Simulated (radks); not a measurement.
Task: Ge II, 31 electrons, occupied as [Ar] 3d10 4s2 4p1. Method: Dirac Kohn-Sham, RPBE, spin-unpolarised, spherical densities, point nucleus; open shells fill j = l - 1/2 first; computed with a radial shooting solver on a logarithmic mesh with Libxc functionals.

Spin-orbit splittings of the eigenvalues, e(l+1/2) - e(l-1/2), with zeta = 2 splitting/(2l+1) and mean radii in bohr:

| shell | occ. | splitting (eV) | zeta (eV) | <r> j=l-1/2 | <r> j=l+1/2 |
|---|---|---|---|---|---|
| 2p | 6 | 31.87 | 21.25 | 0.1812 | 0.1848 |
| 3p | 6 | ? | ? | 0.6397 | 0.6504 |
| 3d | 10 | 0.5854 | 0.2342 | 0.7315 | 0.7368 |
| 4p | 1 | 0.2394 | 0.1596 | 2.545 | 2.585 |

Estimate the 3p splitting.

Result: 4.271 eV (zeta = 2.847 eV).
